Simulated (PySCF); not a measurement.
C₃H₁₀OSi₂, SMILES C=C[C@H]([SiH3])[SiH2]O. Atoms are numbered in the order given.

```xyz
16

C     -1.6240     2.3484     0.5034
C     -0.6863     1.3858     0.5980
C     -0.6071     0.1357    -0.2285
Si    -0.8270    -1.4106     0.8750
Si     1.0224    -0.0126    -1.2027
O      2.2514    -0.6535    -0.2399
H     -2.4483     2.2797    -0.2261
H     -1.5985     3.2365     1.1528
H      0.1093     1.5105     1.3587
H     -1.4280     0.1173    -0.9820
H      0.0870    -1.3180     2.0654
H     -2.2464    -1.4811     1.3699
H     -0.5131    -2.6627     0.1021
H      0.8485    -1.0030    -2.3142
H      1.3975     1.3420    -1.7499
H      2.5494    -0.0888     0.4937
```
Charge 0, spin multiplicity 1.

Geometry optimised at PBE-D3(BJ)/def2-SVP. The structure was generated by enumeration; whether it is a known compound was not checked. One conformer was computed; it need not be the lowest.

These are SMD-M06-2X/def2-SVP (PySCF) values and carry that method's errors.

Solvation free energies are E(SMD) − E(gas) at the gas-phase geometry, for 1 M in both phases. In vacuum the dipole moment is 1.42 D.

Problem. Rank water, dimethylsulfoxide, n-hexane by solvation free energy, most negative first.

Solution. dimethylsulfoxide (-3.5 kcal/mol), n-hexane (-2.9 kcal/mol), water (-2.3 kcal/mol)
